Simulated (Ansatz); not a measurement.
Basis-set series for `C[O][Sn]([F])([O]C)[C](C)(C)C`. The species carries charge 0 and has multiplicity 1. Sn: def2 effective core potential. Geometry: relaxed with PBE0-D4/def2-TZVP. It is one conformer, not always the lowest.

```csv
functional,basis,functions,energy (Eh),HOMO (eV),LUMO (eV)
PBE0-D4,def2-TZVPP,539,-701.98502,-7.54,-0.91
PBE0-D4,def2-QZVPP,1045,-702.01591,-7.56,-0.98
ωB97M-V,def2-TZVPP,539,-702.26064,-9.79,1.01
ωB97M-V,def2-QZVPP,1045,-702.29048,-9.81,0.84
```

Task: Give the rows for def2-SVP. (Best estimate.)

Result: Ansatz gave: 
| functional | basis | functions | energy (Eh) | HOMO (eV) | LUMO (eV) |
| --- | --- | --- | --- | --- | --- |
| PBE0-D4 | def2-SVP | 227 | -701.39848 | -7.44 | -0.68 |
| ωB97M-V | def2-SVP | 227 | -701.65017 | -9.70 | 1.33 |

Positive LUMOs are unbound and depend on the basis.
